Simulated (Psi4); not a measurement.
C4H9 (SMILES [CH2-]C(C)C), charge -1, singlet, geometry from GFN2-xTB (a gas-phase anion, which may not be bound at this level), with bond 9-6 at 1.3 times its length; HF/STO-3G (Psi4).

The Psi4 input:
```
memory 2 GB

molecule mol {
-1 1
C     0.003607    0.072759    0.358527
H     0.014130   -0.024556    1.491846
C     0.001972    1.489052   -0.212949
H    -0.878369    2.022651    0.264792
H     0.894098    2.017892    0.247925
C     1.242518   -0.686502   -0.130181
H     1.272518   -0.673301   -1.219109
H     2.148534   -0.203547    0.235865
H     1.249202   -2.043324    0.311591
C    -1.248439   -0.679813   -0.106477
H    -1.299085   -0.666395   -1.194638
H    -1.252717   -1.723497    0.233437
H    -2.144719   -0.192018    0.276719
}

set {
  basis sto-3g
  reference rhf
  ints_tolerance 1e-8
}

energy('scf')
print_variables()
```

What does Psi4 print? Leave out banner, timings and long lists.


```
   => Loading Basis Set <=

    Name: STO-3G
    Role: ORBITAL
    Keyword: BASIS

         ---------------------------------------------------------
                                   SCF
               by Justin Turney, Rob Parrish, Andy Simmonett
                          and Daniel G. A. Smith
                              RHF Reference
         ---------------------------------------------------------

  ==> Geometry <==

    Molecular point group: c1
    Full point group: C1

    Geometry (in Angstrom), charge = -1, multiplicity = 1:

       Center              X                  Y                   Z               Mass
    ------------   -----------------  -----------------  -----------------  -----------------
         C            0.003615478866     0.057896165977     0.366227276067    12.000000000000
         H            0.014138478866    -0.039418834023     1.499546276067     1.007825032230
         C            0.001980478866     1.474189165977    -0.205248723933    12.000000000000
         H           -0.878360521134     2.007788165977     0.272492276067     1.007825032230
         H            0.894106478866     2.003029165977     0.255625276067     1.007825032230
         C            1.242526478866    -0.701364834023    -0.122480723933    12.000000000000
         H            1.272526478866    -0.688163834023    -1.211408723933     1.007825032230
         H            2.148542478866    -0.218409834023     0.243565276067     1.007825032230
         H            1.249210478866    -2.058186834023     0.319291276067     1.007825032230
         C           -1.248430521134    -0.694675834023    -0.098776723933    12.000000000000
         H           -1.299076521134    -0.681257834023    -1.186937723933     1.007825032230
         H           -1.252708521134    -1.738359834023     0.241137276067     1.007825032230
         H           -2.144710521134    -0.206880834023     0.284419276067     1.007825032230

  Running in c1 symmetry.

  Rotational constants: A =      0.27181  B =      0.26810  C =      0.15485 [cm^-1]
  Rotational constants: A =   8148.60550  B =   8037.37881  C =   4642.37147 [MHz]
  Nuclear repulsion =  125.101824053054457

  Charge       = -1
  Multiplicity = 1
  Electrons    = 34
  Nalpha       = 17
  Nbeta        = 17

  ==> Algorithm <==

  SCF Algorithm Type is DF.
  DIIS enabled.
  MOM disabled.
  Fractional occupation disabled.
  Guess Type is SAD.
  Energy threshold   = 1.00e-06
  Density threshold  = 1.00e-06
  Integral threshold = 1.00e-08

  ==> Primary Basis <==

  Basis Set: STO-3G
    Blend: STO-3G
    Number of shells: 21
    Number of basis functions: 29
    Number of Cartesian functions: 29
    Spherical Harmonics?: true
    Max angular momentum: 1

   => Loading Basis Set <=

    Name: (STO-3G AUX)
    Role: JKFIT
    Keyword: DF_BASIS_SCF

  ==> Integral Setup <==

  SCF_SUBTYPE=INCORE selected. In-core MEM_DF algorithm will be used.
  Using in-core AOs.

  ==> MemDFJK: Density-Fitted J/K Matrices <==

    J tasked:                   Yes
    K tasked:                   Yes
    wK tasked:                   No
    Algorithm:                 Core
    Schwarz Cutoff:           1E-08
    Mask sparsity (%):       0.7134
    Fitting Condition:        1E-10

   => Auxiliary Basis Set <=

  Basis Set: (STO-3G AUX)
    Blend: DEF2-UNIVERSAL-JKFIT
    Number of shells: 154
    Number of basis functions: 462
    Number of Cartesian functions: 536
    Spherical Harmonics?: true
    Max angular momentum: 4

  Minimum eigenvalue in the overlap matrix is 2.0721520694E-01.
  Reciprocal condition number of the overlap matrix is 8.1791134444E-02.
    Using symmetric orthogonalization.

  ==> Pre-Iterations <==

  SCF Guess: Superposition of Atomic Densities via on-the-fly atomic UHF (no occupation information).

   -------------------------
    Irrep   Nso     Nmo
   -------------------------
     A         29      29
   -------------------------
    Total      29      29
   -------------------------

  ==> Iterations <==

                           Total Energy        Delta E     RMS |[F,P]|

   @DF-RHF iter SAD:  -150.68808133692417   -1.50688e+02   0.00000e+00
   @DF-RHF iter   1:  -154.46717082921077   -3.77909e+00   1.00191e-02 ADIIS/DIIS
   @DF-RHF iter   2:  -154.52948854962966   -6.23177e-02   1.94634e-03 ADIIS/DIIS
   @DF-RHF iter   3:  -154.53209371290740   -2.60516e-03   5.20745e-04 ADIIS/DIIS
   @DF-RHF iter   4:  -154.53238130851184   -2.87596e-04   8.83531e-05 DIIS
   @DF-RHF iter   5:  -154.53238890244398   -7.59393e-06   2.38404e-05 DIIS
   @DF-RHF iter   6:  -154.53238959642917   -6.93985e-07   3.59200e-06 DIIS
   @DF-RHF iter   7:  -154.53238961409866   -1.76695e-08   9.73428e-07 DIIS
  Energy and wave function converged.

  ==> Post-Iterations <==

    Orbital Energies [Eh]
    ---------------------

    Doubly Occupied:

       1A    -10.841680     2A    -10.825298     3A    -10.779978
       4A    -10.496686     5A     -0.792365     6A     -0.677377
       7A     -0.559766     8A     -0.443634     9A     -0.371062
      10A     -0.330940    11A     -0.316595    12A     -0.251741
      13A     -0.225433    14A     -0.212128    15A     -0.107103
      16A     -0.101989    17A      0.130837

    Virtual:

      18A      0.631160    19A      0.827585    20A      0.857865
      21A      0.890888    22A      0.908559    23A      0.936441
      24A      0.975487    25A      0.978001    26A      0.990769
      27A      1.094063    28A      1.096771    29A      1.113945

    Final Occupation by Irrep:
              A
    DOCC [    17 ]
    NA   [    17 ]
    NB   [    17 ]

  @DF-RHF Final Energy:  -154.53238961409866

   => Energetics <=

    Nuclear Repulsion Energy =            125.1018240530544574
    One-Electron Energy =                -464.8625520072702102
    Two-Electron Energy =                 185.2283383401171193
    Total Energy =                       -154.5323896140986619

Computation Completed

Properties will be evaluated at   0.000000,   0.000000,   0.000000 [a0]

Properties computed using the SCF density matrix

 Multipole Moments:

 ------------------------------------------------------------------------------------
     Multipole            Electronic (a.u.)      Nuclear  (a.u.)        Total (a.u.)
 ------------------------------------------------------------------------------------

 L = 1.  Multiply by 2.5417464519 to convert [e a0] to [Debye]
 Dipole X            :         -0.0424981            0.0034389           -0.0390592
 Dipole Y            :         -0.4109758           -1.5185698           -1.9295456
 Dipole Z            :         -0.2898690            0.6728504            0.3829814
 Magnitude           :                                                    1.9675738

 ------------------------------------------------------------------------------------

  Variable Map:
  ----------------------------------------------------------------------------
  "CURRENT ENERGY"           =>    -154.532389614099
  "CURRENT REFERENCE ENERGY" =>    -154.532389614099
  "DD SOLVATION ENERGY"      =>       0.000000000000
  "HF KINETIC ENERGY"        =>     154.693589474965
  "HF POTENTIAL ENERGY"      =>    -309.225979089063
  "HF TOTAL ENERGY"          =>    -154.532389614099
  "HF VIRIAL RATIO"          =>       1.998957940911
  "NUCLEAR REPULSION ENERGY" =>     125.101824053054
  "ONE-ELECTRON ENERGY"      =>    -464.862552007270
  "PCM POLARIZATION ENERGY"  =>       0.000000000000
  "PE ENERGY"                =>       0.000000000000
  "SCF ITERATION ENERGY"     =>    -154.532389614099
  "SCF ITERATIONS"           =>       7.000000000000
  "SCF TOTAL ENERGY"         =>    -154.532389614099
  "TWO-ELECTRON ENERGY"      =>     185.228338340117

  Array Variable Map:
  ----------------------------------------------------------------------------
  "CURRENT DIPOLE"           =>      -0.039059213323 ... 0.382981417315 1 by 3
  "SCF DIPOLE"               =>      -0.039059213323 ... 0.382981417315 1 by 3
  "SCF TOTAL ENERGIES"       =>    -150.688081336924 ... -154.532389614099 1 by 8
```
